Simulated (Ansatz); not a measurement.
Consider the substitution at a C–O bond: `C/[C]([AlH2])=C\O` + H–F → `C/[C]([AlH2])=C\F` + H₂O.

Calculated with Ansatz (gas phase, PBE0-D4/def2-TZVP geometries, no zero-point term in ΔE). CCSD(T)/CBS adds triple-zeta CCSD(T) − MP2 to the extrapolated MP2 energy (def2 sets, frozen cores). This one scheme is used for every species. Double bonds are as drawn, so ΔE can hold a change between cis and trans. Functionals use def2-TZVPP. B3LYP here is the variant with VWN-RPA as its local correlation; programs differ in this. Each species was taken in one conformer, which may not be the lowest.

```json
{"level": "PBE-D4", "ΔE (kcal/mol)": "4.4", "difference from CCSD(T)/CBS": "0.2"}
{"level": "r2SCAN-D4", "ΔE (kcal/mol)": "3.9", "difference from CCSD(T)/CBS": "-0.3"}
{"level": "PBE0-D4", "ΔE (kcal/mol)": "4.6", "difference from CCSD(T)/CBS": "0.4"}
{"level": "B3LYP-D4", "ΔE (kcal/mol)": "3.4", "difference from CCSD(T)/CBS": "-0.8"}
{"level": "ωB97X-V", "ΔE (kcal/mol)": "3.1", "difference from CCSD(T)/CBS": "-1.1"}
{"level": "ωB97M-V", "ΔE (kcal/mol)": "3.3", "difference from CCSD(T)/CBS": "-0.9"}
{"level": "B2PLYP", "ΔE (kcal/mol)": "3.5", "difference from CCSD(T)/CBS": "-0.7"}
{"level": "PBE", "ΔE (kcal/mol)": "3.9", "difference from CCSD(T)/CBS": "-0.3"}
{"level": "r2SCAN", "ΔE (kcal/mol)": "3.8", "difference from CCSD(T)/CBS": "-0.4"}
{"level": "PBE0", "ΔE (kcal/mol)": "4.1", "difference from CCSD(T)/CBS": "-0.1"}
{"level": "B3LYP", "ΔE (kcal/mol)": "2.5", "difference from CCSD(T)/CBS": "-1.7"}
{"level": "HF/def2-TZVPP", "ΔE (kcal/mol)": "1.4", "difference from CCSD(T)/CBS": "-2.8"}
{"level": "MP2/def2-TZVPP", "ΔE (kcal/mol)": "5.7", "difference from CCSD(T)/CBS": "1.5"}
{"level": "SCS-MP2/def2-TZVPP", "ΔE (kcal/mol)": "4.4", "difference from CCSD(T)/CBS": "0.2"}
{"level": "CCSD/def2-TZVPP", "ΔE (kcal/mol)": "3.7", "difference from CCSD(T)/CBS": "-0.5"}
{"level": "CCSD(T)/def2-TZVPP", "ΔE (kcal/mol)": "4.2", "difference from CCSD(T)/CBS": "0.0"}
{"level": "HF/def2-QZVPP", "ΔE (kcal/mol)": "1.3", "difference from CCSD(T)/CBS": "-2.9"}
{"level": "MP2/def2-QZVPP", "ΔE (kcal/mol)": "5.6", "difference from CCSD(T)/CBS": "1.4"}
{"level": "SCS-MP2/def2-QZVPP", "ΔE (kcal/mol)": "4.3", "difference from CCSD(T)/CBS": "0.1"}
{"level": "HF/CBS(def2)", "ΔE (kcal/mol)": "1.3", "difference from CCSD(T)/CBS": "-2.9"}
{"level": "MP2/CBS(def2)", "ΔE (kcal/mol)": "5.7", "difference from CCSD(T)/CBS": "1.5"}
{"level": "CCSD/CBS(def2)", "ΔE (kcal/mol)": "3.7", "difference from CCSD(T)/CBS": "-0.5"}
{"level": "CCSD(T)/CBS", "ΔE (kcal/mol)": "4.2", "difference from CCSD(T)/CBS": "0"}
```

Largest T1 diagnostic among the species: 0.012.

In def2-TZVPP, CCSD(T) changes the Hartree–Fock value by +2.8 kcal/mol (the triples alone add +0.5 kcal/mol) and MP2 by +4.3 kcal/mol. The D4 term adds +0.9 kcal/mol with B3LYP and +0.5 kcal/mol with PBE0; it sums over pairs of atoms, weighted by their polarisabilities, and B3LYP, whose exchange is more repulsive, gets the larger term.

CCSD(T)/CBS has its own doubt, a few kJ/mol and more with outer-core shells, so smaller differences from it don't rank the levels.
